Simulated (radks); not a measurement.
Question: The table gives one normalised radial function P(r) = r R(r) (large component) of Ir+ in [Xe] 4f14 5d7 6s1 (r in bohr). All-electron calculation, Dirac Kohn-Sham, PBE, spin-unpolarised, spherical densities, point nucleus; open shells fill j = l - 1/2 first. Program: a radial shooting solver on a logarithmic mesh with Libxc functionals.

r,P
0.0006539,0.0181
0.0008862,0.0228
0.001191,0.0283
0.001615,0.0350
0.002188,0.0426
0.002966,0.0509
0.003988,0.0588
0.005404,0.0654
0.007324,0.0680
0.009847,0.0636
0.01335,0.0478
0.01809,0.0174
0.02451,-0.0269
0.03296,-0.0740
0.04466,-0.1045
0.06053,-0.0857
0.08138,-0.0046
0.1103,0.1073
0.1495,0.1477
0.2026,0.0314
0.2724,-0.1585
0.3691,-0.1991
0.5003,0.0311
0.6726,0.2988
0.9116,0.2832
1.235,-0.0807
1.674,-0.5085
2.251,-0.6983
3.051,-0.5920
4.135,-0.3330
5.559,-0.1230
7.534,-0.0248

Which n and l does it have? It may be an empty orbital.

Answer: n = 6, l = 0: the number of nodes gives n - l - 1 = 5, the rise at small r points to l (this Dirac orbital starts as r^gamma with gamma = sqrt((l + 1)^2 - (Z/c)^2) = 0.83; the j = 1/2 orbital of l + 1 starts with the same power, but with a smaller coefficient, and then steepens), and the extent must fit the shell. The curve is that of 6s1/2. 6s1/2: eigenvalue -13.512 eV, 5 radial nodes at r = 0.0206, 0.0824, 0.213, 0.485, 1.17 bohr, <r> = 2.71 bohr, 90 % of the charge inside 3.97 bohr.
